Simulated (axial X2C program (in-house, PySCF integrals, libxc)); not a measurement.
## Outer orbitals of TaS⁺ at 2.081 Å, TPSSh

Calculated with an in-house all-electron X2C program for linear molecules (integrals from PySCF). Spin-free means the one-electron spin-free X2C Hamiltonian; two-component (2c) means X2C with spin–orbit coupling and atomic mean-field two-electron Coulomb and Gaunt terms, so the difference of the two also holds small scalar two-electron terms. Basis: Ta dyall-cv3z [13s14p9d7f4g], S dyall-av3z [9s8p3d2f] (cores contracted in-house); Gaussian nuclei, density fitting, unrestricted open shells. Masses: Ta 180.948 u, S 31.972 u.

The distance is close to the 2c PBE0 minimum; the highest filled and lowest empty levels are listed.

Spin-free orbitals, state M_S = 1, Λ = 2 (beyond evenly filled blocks: σα, δ+α) (Löwdin shares):

```json
{"symmetry": "φ+α", "occupied": "yes", "ε (eV)": "-33.35", "atomic character": "100% Ta f"}
{"symmetry": "φ-α", "occupied": "yes", "ε (eV)": "-33.31", "atomic character": "100% Ta f"}
{"symmetry": "δ+α", "occupied": "yes", "ε (eV)": "-33.27", "atomic character": "100% Ta f"}
{"symmetry": "δ-α", "occupied": "yes", "ε (eV)": "-33.25", "atomic character": "100% Ta f"}
{"symmetry": "σα", "occupied": "yes", "ε (eV)": "-33.24", "atomic character": "100% Ta f"}
{"symmetry": "π+α", "occupied": "yes", "ε (eV)": "-33.24", "atomic character": "100% Ta f"}
{"symmetry": "π-α", "occupied": "yes", "ε (eV)": "-33.23", "atomic character": "100% Ta f"}
{"symmetry": "φ-β", "occupied": "yes", "ε (eV)": "-33.14", "atomic character": "100% Ta f"}
{"symmetry": "φ+β", "occupied": "yes", "ε (eV)": "-33.14", "atomic character": "100% Ta f"}
{"symmetry": "δ+β", "occupied": "yes", "ε (eV)": "-33.13", "atomic character": "100% Ta f"}
{"symmetry": "δ-β", "occupied": "yes", "ε (eV)": "-33.13", "atomic character": "100% Ta f"}
{"symmetry": "π+β", "occupied": "yes", "ε (eV)": "-33.07", "atomic character": "100% Ta f"}
{"symmetry": "π-β", "occupied": "yes", "ε (eV)": "-33.07", "atomic character": "100% Ta f"}
{"symmetry": "σβ", "occupied": "yes", "ε (eV)": "-33.05", "atomic character": "100% Ta f"}
{"symmetry": "σβ", "occupied": "yes", "ε (eV)": "-23.79", "atomic character": "66% S s, 13% Ta d, 9% Ta p"}
{"symmetry": "σα", "occupied": "yes", "ε (eV)": "-23.55", "atomic character": "65% S s, 13% Ta d, 9% Ta p"}
{"symmetry": "σα", "occupied": "yes", "ε (eV)": "-14.28", "atomic character": "62% S p, 22% Ta d, 6% Ta s"}
{"symmetry": "σβ", "occupied": "yes", "ε (eV)": "-14.20", "atomic character": "66% S p, 19% Ta d, 7% Ta s"}
{"symmetry": "π+α", "occupied": "yes", "ε (eV)": "-13.66", "atomic character": "51% S p, 39% Ta d, 3% Ta f"}
{"symmetry": "π-α", "occupied": "yes", "ε (eV)": "-13.64", "atomic character": "51% S p, 38% Ta d, 3% Ta f"}
{"symmetry": "π+β", "occupied": "yes", "ε (eV)": "-13.59", "atomic character": "60% S p, 28% Ta d, 4% Ta f"}
{"symmetry": "π-β", "occupied": "yes", "ε (eV)": "-13.59", "atomic character": "60% S p, 28% Ta d, 4% Ta f"}
{"symmetry": "σα", "occupied": "yes", "ε (eV)": "-12.15", "atomic character": "46% Ta s, 35% Ta d, 10% S p"}
{"symmetry": "δ+α", "occupied": "yes", "ε (eV)": "-11.67", "atomic character": "97% Ta d"}
{"symmetry": "δ-α", "occupied": "no", "ε (eV)": "-10.50", "atomic character": "97% Ta d"}
{"symmetry": "σβ", "occupied": "no", "ε (eV)": "-9.51", "atomic character": "49% Ta s, 30% Ta d, 9% S p"}
{"symmetry": "π+α", "occupied": "no", "ε (eV)": "-8.97", "atomic character": "51% Ta d, 23% S p, 16% Ta p"}
{"symmetry": "π-α", "occupied": "no", "ε (eV)": "-8.94", "atomic character": "52% Ta d, 23% S p, 16% Ta p"}
```

Spinors with spin–orbit coupling (state Ω = 1):

```tsv
ω	occupied	ε (eV)	atomic character	λ mixture
-7/2	yes	-32.50	100% Ta f	100% φ
-5/2	yes	-32.43	100% Ta f	84% δ, 16% φ
-3/2	yes	-32.40	100% Ta f	69% π, 31% δ
-1/2	yes	-32.37	100% Ta f	52% σ, 48% π
5/2	yes	-32.35	100% Ta f	88% δ, 12% φ
7/2	yes	-32.33	100% Ta f	100% φ
1/2	yes	-32.33	100% Ta f	62% σ, 38% π
3/2	yes	-32.32	100% Ta f	76% π, 24% δ
1/2	yes	-23.77	66% S s, 13% Ta d, 9% Ta p	100% σ
-1/2	yes	-23.52	65% S s, 13% Ta d, 9% Ta p	100% σ
-1/2	yes	-14.26	62% S p, 23% Ta d, 6% Ta s	99% σ, 1% π
1/2	yes	-14.19	65% S p, 20% Ta d, 6% Ta s	97% σ, 3% π
1/2	yes	-13.69	51% S p, 38% Ta d, 3% Ta f	97% π, 3% σ
-1/2	yes	-13.63	60% S p, 28% Ta d, 4% Ta f	98% π, 2% σ
-3/2	yes	-13.56	52% S p, 38% Ta d, 3% Ta f	100% π
3/2	yes	-13.53	60% S p, 29% Ta d, 4% Ta f	99% π, 1% δ
-1/2	yes	-12.12	46% Ta s, 35% Ta d, 10% S p	99% σ, 1% π
3/2	yes	-11.88	96% Ta d	99% δ, 1% π
-5/2	no	-10.24	97% Ta d	100% δ
1/2	no	-9.52	46% Ta s, 32% Ta d, 10% S p	95% σ, 5% π
1/2	no	-9.10	47% Ta d, 21% S p, 20% Ta p	93% π, 7% σ
-3/2	no	-9.04	80% Ta d, 10% S p, 5% Ta p	64% δ, 36% π
```

Question: How does the gap between the highest filled and lowest empty level change from the spin-free to the 2c table?

Answer: From 1.17 to 1.64 eV at TPSSh, a change of 0.47 eV.

Mulliken charges and populations of the two-component result (they depend on the basis, above all on diffuse functions):

Ta 0.80 e (s 10.87 p 24.14 d 23.12 f 14.06 g 0.01), S 0.20 e (s 5.87 p 9.85 d 0.07 f 0.01). ⟨Lz⟩ = 1.99 ħ and ⟨Sz⟩ = -0.99 ħ (-1.13 and 0.14 on the two atoms), which add up to Ω.

The state is a single determinant with fixed occupations, the lowest that a limited PBE0 search found. Density functionals use the spin component along the axis (collinear). Other states lie close and PBE0, whose exact exchange favours high spin, may order them wrongly; the determinant shown need not be the ground state. The nearest other spin-free determinant of the search, M_S = 0, Λ = 0, lies 0.65 eV up at the distance of the search. Without a current term, density functionals place determinants with orbital angular momentum somewhat too high. With several unpaired electrons one determinant need not be a pure state. The determinant is spin-polarised beyond a pure state at some levels (its spin-free form has ⟨S²⟩ too high), which makes Re and μ there less reliable.
